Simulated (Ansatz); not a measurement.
Basis-set series for C3H9InO, SMILES `CC(C)[O][InH2]`. Charge 0, multiplicity 1. In takes the def2 core potential. Geometry: relaxed with PBE0-D4/def2-TZVP. It is one conformer, not always the lowest.

| functional | basis | functions | energy (Eh) | HOMO (eV) | LUMO (eV) |
| --- | --- | --- | --- | --- | --- |
| PBE0-D4 | def2-SVP | 127 | -384.70630 | -7.20 | -1.44 |
| PBE0-D4 | def2-TZVPP | 300 | -384.93665 | -7.31 | -1.52 |
| ωB97M-V | def2-SVP | 127 | -384.76578 | -9.55 | 0.13 |
| ωB97M-V | def2-TZVPP | 300 | -385.00823 | -9.69 | -0.11 |

Question: Give the rows for def2-QZVPP. (Best estimate.)

Answer: Ansatz gave: 
```tsv
functional	basis	functions	energy (Eh)	HOMO (eV)	LUMO (eV)
PBE0-D4	def2-QZVPP	580	-384.94987	-7.34	-1.54
ωB97M-V	def2-QZVPP	580	-385.02124	-9.72	-0.17
```
